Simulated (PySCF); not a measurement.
Species: C3H7PSe.
SMILES: `C[C@@H]1C[P@@H]1=[Se]`

Method used: PBE0-D3(BJ)/def2-SVP geometry optimisation, gas phase in PySCF.

Take the most abundant isotopes and a rigid rotor. 

Problem. Give the principal moments of inertia and the rotational constants in MHz.

Solution. Ia = 96.77, Ib = 366.67, Ic = 421.03 u·Å²; 505379 MHz·u·Å²/I gives A = 5222, B = 1378, C = 1200 MHz.

Problem. Classify the top.

Solution. A near-prolate asymmetric top; Ray's κ = -0.912.

Problem. Is it planar, by Δ = Ic − Ia − Ib?

Solution. Not planar: Δ = Ic − Ia − Ib = -42.41 u·Å². For a rigid frame Δ = −2 Σ m c², so Σ m c² = 21.20 u·Å² lies off the ab plane: 8.32 from hydrogen and 12.89 from heavier atoms. The atom farthest from that plane is 1.79 Å away.

Problem. Give the coordinates in the principal-axis frame, origin at the centre of mass.

Solution. The sense of each axis is arbitrary; atoms in the order of the calculation.
```json
{"atom": "C1", "mass (u)": "12.000", "a (Å)": "2.259", "b (Å)": "-1.544", "c (Å)": "0.013"}
{"atom": "C2", "mass (u)": "12.000", "a (Å)": "2.155", "b (Å)": "-0.081", "c (Å)": "-0.325"}
{"atom": "C3", "mass (u)": "12.000", "a (Å)": "1.905", "b (Å)": "0.936", "c (Å)": "0.791"}
{"atom": "P4", "mass (u)": "30.974", "a (Å)": "0.515", "b (Å)": "0.718", "c (Å)": "-0.352"}
{"atom": "Se5", "mass (u)": "79.917", "a (Å)": "-1.332", "b (Å)": "-0.158", "c (Å)": "0.058"}
{"atom": "H6", "mass (u)": "1.008", "a (Å)": "3.221", "b (Å)": "-1.763", "c (Å)": "0.503"}
{"atom": "H7", "mass (u)": "1.008", "a (Å)": "1.447", "b (Å)": "-1.851", "c (Å)": "0.690"}
{"atom": "H8", "mass (u)": "1.008", "a (Å)": "2.184", "b (Å)": "-2.161", "c (Å)": "-0.894"}
{"atom": "H9", "mass (u)": "1.008", "a (Å)": "2.833", "b (Å)": "0.263", "c (Å)": "-1.116"}
{"atom": "H10", "mass (u)": "1.008", "a (Å)": "2.466", "b (Å)": "1.877", "c (Å)": "0.786"}
{"atom": "H11", "mass (u)": "1.008", "a (Å)": "1.737", "b (Å)": "0.523", "c (Å)": "1.792"}
{"atom": "H12", "mass (u)": "1.008", "a (Å)": "0.616", "b (Å)": "1.780", "c (Å)": "-1.284"}
```

Problem. Where do the levels up to J = 2 lie, in K?

Solution. Above 0(0,0), as E/k:
J = 1: 1(0,1) 0.124, 1(1,1) 0.308, 1(1,0) 0.317
J = 2: 2(0,2) 0.371, 2(1,2) 0.547, 2(1,1) 0.573, 2(2,1) 1.126, 2(2,0) 1.127
Those of J = 1 are B + C, A + C and A + B.

Problem. Predict some low-J microwave lines.

Solution. The dipole components are |μa| = 4.02 D, |μb| = 1.10 D, |μc| = 0.44 D. The squared components, which scale the intensities, stand as 1.00 : 0.07 : 0.01 (a : b : c). Some lines, for components of 0.1 D or more:

```csv
type,branch,"J(Ka,Kc)",MHz,lower level (cm⁻¹)
a,R,"1(0,1) ← 0(0,0)",2579,0.000
c,Q,"2(1,2) ← 2(0,2)",3672,0.258
a,R,"2(0,2) ← 1(0,1)",5151,0.086
a,R,"3(1,2) ← 2(1,1)",7999,0.398
c,R,"2(1,1) ← 1(0,1)",9357,0.086
c,Q,"2(2,1) ← 2(1,1)",11532,0.398
b,Q,"2(2,0) ← 2(1,1)",11538,0.398
b,Q,"2(2,1) ← 2(1,2)",12066,0.380
c,R,"3(1,2) ← 2(0,2)",12205,0.258
b,R,"2(2,0) ← 1(1,1)",17051,0.214
b,R,"3(2,1) ← 2(1,2)",19832,0.380
```

PBE0-D3(BJ)/def2-SVP frequencies: not computed here. Zero-point vibration and centrifugal distortion are left out. A rigid rotor knows nothing of internal rotation, which can split or shift real lines.
